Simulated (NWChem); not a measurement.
System: CdSiH3F; SMILES [F][Cd][SiH3]

Parts of the log:

```
             Northwest Computational Chemistry Package (NWChem) 7.3.0
             --------------------------------------------------------

 C3V symmetry detected

                             Geometry "geometry" -> ""
                             -------------------------

 Output coordinates in angstroms (scale by  1.889725989 to convert to a.u.)

  No.       Tag          Charge          X              Y              Z
 ---- ---------------- ---------- -------------- -------------- --------------
    1 Cd                  48.0000    -0.00000000    -0.00000000    -0.35147614
    2 F                    9.0000     0.00000000     0.00000000    -2.29546966
    3 Si                  14.0000     0.00000000     0.00000000     2.11519142
    4 H                    1.0000     0.36242117    -1.35257423     2.63913392
    5 H                    1.0000    -1.35257423     0.36242117     2.63913392
    6 H                    1.0000     0.99015306     0.99015306     2.63913392

 Effective nuclear repulsion energy (a.u.)     318.2589008327

      Symmetry information
      --------------------

 Group name             C3v
 Group number             17
 Group order               6
 No. of unique centers     4

 Summary of "ao basis" -> "ao basis" (spherical)
 ------------------------------------------------------------------------------
       Tag                 Description            Shells   Functions and Types
 ---------------- ------------------------------  ------  ---------------------
 Cd                         def2-svp                11       31   5s3p2d1f
 F                          def2-svp                 6       14   3s2p1d
 Si                         def2-svp                 8       18   4s3p1d
 H                          def2-svp                 3        5   2s1p

      Symmetry analysis of basis
      --------------------------

        a1         30
        a2          2
        e          46

  Rotation of axis

            General Information
            -------------------
          SCF calculation type: DFT
          Wavefunction type:  closed shell.
          No. of atoms     :     6
          No. of electrons :    46
           Alpha electrons :    23
            Beta electrons :    23
          Charge           :     0
          Spin multiplicity:     1
          Use of symmetry is: on ; symmetry adaption is: on
          Maximum number of iterations: 150
          AO basis - number of functions:    78
                     number of shells:    34
          Convergence on energy requested:  1.00D-06
          Convergence on density requested:  1.00D-05
          Convergence on gradient requested:  5.00D-04

              XC Information
              --------------
                     Hartree-Fock (Exact) Exchange  1.000

      Superposition of Atomic Density Guess
      -------------------------------------

 Sum of atomic energies:        -581.50257875

      Non-variational initial energy
      ------------------------------

 Total energy =    -556.662900
 1-e energy   =   -1141.707139
 2-e energy   =     432.939837
 HOMO         =      -0.336414
 LUMO         =      -0.015578

      Symmetry analysis of molecular orbitals - initial
      -------------------------------------------------

  Numbering of irreducible representations:

     1 a1          2 a2          3 e

  Orbital symmetries:

     1 a1          2 a1          3 a1          4 a1          5 e
     6 e           7 a1          8 a1          9 e          10 e
    11 a1         12 a1         13 a1         14 e          15 e
    16 e          17 e          18 e          19 e          20 a1
    21 e          22 e          23 a1         24 a1         25 e
    26 e          27 a1         28 e          29 e          30 a1
    31 a1         32 a1         33 e

     ---------------------------------------------
      Total Density - Mulliken Population Analysis
     ---------------------------------------------

    Atom       Charge   Shell Charges
 -----------   ------   -------------------------------------------------------
    1 Cd  20    19.24  -0.37  1.63  0.74  0.70  0.41  5.95  0.16  0.05  9.13  0.85  0.00
    2 F    9     9.83   1.99  1.16  0.81  3.61  2.25  0.00
    3 Si  14    13.76   2.00  1.99  1.01  0.32  5.94  1.09  1.33  0.08
    4 H    1     1.06   0.69  0.36  0.01
    5 H    1     1.06   0.69  0.36  0.01
    6 H    1     1.06   0.69  0.36  0.01

   convergence    iter        energy       DeltaE   RMS-Dens  Diis-err
 ---------------- ----- ----------------- --------- --------- ---------
 d= 0,ls=0.0,diis     1   -556.6864906446 -7.09D+02  1.16D-02  7.05D-01
 d= 0,ls=0.0,diis     2   -556.7498880947 -6.34D-02  4.06D-03  4.05D-01
 d= 0,ls=0.0,diis     3   -556.7831292725 -3.32D-02  1.65D-03  3.83D-03
 d= 0,ls=0.0,diis     4   -556.7844820272 -1.35D-03  4.25D-04  2.62D-04
 d= 0,ls=0.0,diis     5   -556.7845711321 -8.91D-05  1.78D-04  3.47D-05
  Resetting Diis
 d= 0,ls=0.0,diis     6   -556.7845825152 -1.14D-05  5.81D-05  2.61D-06
 d= 0,ls=0.0,diis     7   -556.7845837210 -1.21D-06  8.79D-06  2.07D-07
 d= 0,ls=0.0,diis     8   -556.7845837949 -7.40D-08  4.95D-06  4.72D-08

         Total DFT energy =     -556.784583794943
      One electron energy =    -1143.254473570453
           Coulomb energy =      480.549338846004
    Exchange-Corr. energy =      -46.183850681497
 Nuclear repulsion energy =      152.104401611002

 Numeric. integr. density =        0.000000000000

                  Occupations of the irreducible representations
                  ----------------------------------------------

                     irrep           alpha         beta
                     --------     --------     --------
                     a1               11.0         11.0
                     a2                0.0          0.0
                     e                12.0         12.0

                       DFT Final Molecular Orbital Analysis
                       ------------------------------------

[...]
```

Level: Hartree-Fock/def2-SVP with def2 effective core potentials on Cd. Structure relaxed at the PBE0/def2-SVP level. def2 effective core potentials on Cd; no spin-orbit coupling.

Task: Reconstruct the input file.

Result: Several could match; the one computed here: the input that was run:
```
start job
memory heap 200 mb stack 900 mb global 1100 mb
geometry units angstroms noautoz
  Cd    -0.557483     0.351405     0.000000
  F     -0.653092     2.293046     0.000000
  Si    -0.435752    -2.112257     0.000000
  H     -1.108446    -2.670432    -1.212893
  H     -1.108446    -2.670432     1.212893
  H      0.989014    -2.565730     0.000000
end
basis spherical
  Cd library def2-svp
  F library def2-svp
  Si library def2-svp
  H library def2-svp
end
ecp
  Cd library def2-ecp
end
dft
  xc hfexch
  iterations 150
  mulliken
end
task dft energy
```
